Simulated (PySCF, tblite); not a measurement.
Isomers of C8H10FOP, one GFN2-xTB conformer each. Single-point energies are computed at PBE0/pcSseg-1 (PySCF, gas phase, no added dispersion term), electronic only.

```tsv
SMILES	GFN2-xTB relative energy (kcal/mol)
CP(C)(=O)c1ccc(F)cc1	0.0
C=C[P@@]1(=O)C(F)=CC(C)=C1C	40.6
```

Conformers: `[CH3:1][P:2]([CH3:3])(=[O:4])[c:5]1[cH:6][cH:7][c:8]([F:9])[cH:10][cH:11]1` with C1–P2–C5–C6 56°; `[CH2:1]=[CH:2][P@@:3]1(=[O:4])[C:5]([F:6])=[CH:7][C:8]([CH3:9])=[C:10]1[CH3:11]` with C1–C2–P3–O4 0°.

What does PBE0/pcSseg-1 give for the same structures?

```tsv
SMILES	PBE0/pcSseg-1 E (Eh)	PBE0/pcSseg-1 (kcal/mol)	GFN2-xTB (kcal/mol)	point group
CP(C)(=O)c1ccc(F)cc1	-826.58261	0.0	0.0	Cs
C=C[P@@]1(=O)C(F)=CC(C)=C1C	-826.49892	52.5	40.6	C1
```

Both levels put the same isomer lowest. As drawn, the lower has an aromatic ring, which the higher lacks; the higher has a C=C bond outside aromatic rings, which the lower lacks.

Which frontier levels, dipoles and rotational constants go with these structures?

| SMILES | HOMO (eV, PBE0/pcSseg-1) | LUMO (eV) | dipole (D) | A, B, C (MHz) |
| --- | --- | --- | --- | --- |
| CP(C)(=O)c1ccc(F)cc1 | -7.56 | -0.91 | 3.62 | 2281, 521.2, 481.5 |
| C=C[P@@]1(=O)C(F)=CC(C)=C1C | -6.61 | -1.72 | 4.73 | 1261, 881.1, 636.3 |

What happens when harmonic zero-point energies from GFN2-xTB frequencies are added?

| SMILES | ZPE (kcal/mol) | electronic (kcal/mol) | with ZPE (kcal/mol) |
| --- | --- | --- | --- |
| CP(C)(=O)c1ccc(F)cc1 | 98.9 | 0.0 | 0.0 |
| C=C[P@@]1(=O)C(F)=CC(C)=C1C | 98.6 | 52.5 | 52.2 |

The zero-point energies span 0.3 kcal/mol. The order is unchanged.
